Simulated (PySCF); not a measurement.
CHClF2O2S.
SMILES: `O=S(=O)(Cl)C(F)F`

The calculation used TDDFT B3LYP/def2-SVPD, vertical, gas phase, core orbitals frozen in the response in PySCF. Geometry: GFN2-xTB, one conformer, isolated molecule. Torsions of this conformer, `[O:1]=[S:2](=[O:3])([Cl:4])[CH:5]([F:6])[F:7]`: O1–S2–C5–F6 173°.

Computed states:

```tsv
state	E (eV)	f
S1	5.67	0.0047
S2	6.26	0.067
S3	6.47	0.0025
S4	6.50	0.019
S5	7.35	0.0034
S6	7.65	0.104
S7	7.97	0.0007
S8	8.34	0.0088
```

Each state is given a Gaussian of 0.5 eV full width at half maximum, with ε(max) = 2.175×10⁸ f / Δν̃ (Δν̃ the width in cm⁻¹). The width is an assumption, not a result. The curve ends short of the highest state used, and states not computed would add to its high-energy end.

(1) What does the envelope look like, and where are its maxima?

(2) Coming from long wavelengths, where does ε first pass 100 L mol⁻¹ cm⁻¹?

(3) On this curve, what absorbance would a 10⁻⁴ mol/L sample give at 193 nm over a 1 cm path?

Answers

(1) 
(λ (nm), ε (L mol⁻¹ cm⁻¹)): (160.2, 5252), (162.8, 5635), (165.4, 4422), (168.0, 2636), (170.7, 1209), (173.3, 485), (175.9, 207), (178.5, 195), (181.2, 406), (183.8, 850), (186.4, 1549), (189.0, 2442), (191.6, 3362), (194.3, 4082), (196.9, 4320), (199.5, 4035), (202.1, 3343), (204.8, 2446), (207.4, 1649), (210.0, 1051), (212.6, 672), (215.2, 463), (217.9, 350), (220.5, 285), (223.1, 233), (225.7, 182), (228.4, 133), (231.0, 91), (233.6, 58), (236.2, 35), (238.8, 20), (241.5, 10), (244.1, 5), (246.7, 2), (249.3, 1), (251.9, 0)

Maxima: 197 nm (6.30 eV), ε about 4300, made up of S2 (82%) and S4 (15%); 162 nm (7.65 eV), ε about 5700, made up of S6 (99%) (ε in L mol⁻¹ cm⁻¹; maxima over ε = 5, shares over 10%).

(2) At about 230 nm (5.38 eV), 0.29 eV below S1.

(3) 193 nm is 6.424 eV, where ε is about 3800 L mol⁻¹ cm⁻¹, so A = ε c l ≈ 0.38 (Beer–Lambert, with the gas-phase spectrum and the assumed width).

Hardware: one thread of an Arm Neoverse N1, no GPU, shared host with 64 logical CPUs at a one-minute load of 55. Cost: 38 s wall, 0.69 GiB resident at most.
